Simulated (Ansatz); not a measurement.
Stepwise reaction of `[F][Al]([SH])[SH]` with ammonia, as a gas-phase model of exchange steps in deposition or etching. ΔE in kJ/mol; ΔG adds harmonic PBE0-D4 terms to CCSD(T)/CBS, at 1 bar.

Computed with Ansatz on PBE0-D4/def2-TZVP structures; ΔE is electronic, products minus reactants. CCSD(T)/CBS adds triple-zeta CCSD(T) − MP2 to the extrapolated MP2 energy (def2 sets, frozen cores). This one scheme is used for every species. Functionals use def2-TZVPP. B3LYP here is the variant with VWN-RPA as its local correlation; programs differ in this. Each species was taken in one conformer, which may not be the lowest.

```tsv
step	reaction	PBE-D4	B3LYP-D4	ωB97M-V	CCSD(T)/CBS	ΔG(400 K)
1	`[F][Al]([SH])[SH]` + NH₃ → `[NH2][Al]([F])[SH]` + H₂S	26.8	17.9	19.0	20.6	8.2
2	`[NH2][Al]([F])[SH]` + NH₃ → `[NH2][Al]([NH2])[F]` + H₂S	31.9	23.0	24.6	25.4	17.3
```

Task: By hand: ΔE of the 2 steps together at CCSD(T)/CBS.

Result: (20.6) + (25.4) = 46.0 kJ/mol, or 23.0 kJ/mol a step.

In ΔE the steps differ by no more than 4.8 kJ/mol. All are uphill at CCSD(T)/CBS. ΔG lies between 8.2 and 17.3 kJ/mol a step. PBE-D4 differs from CCSD(T)/CBS by 6.2 to 6.5 kJ/mol a step. Isolated molecules leave out the surface, adducts and barriers. Largest T1 diagnostic: 0.012.
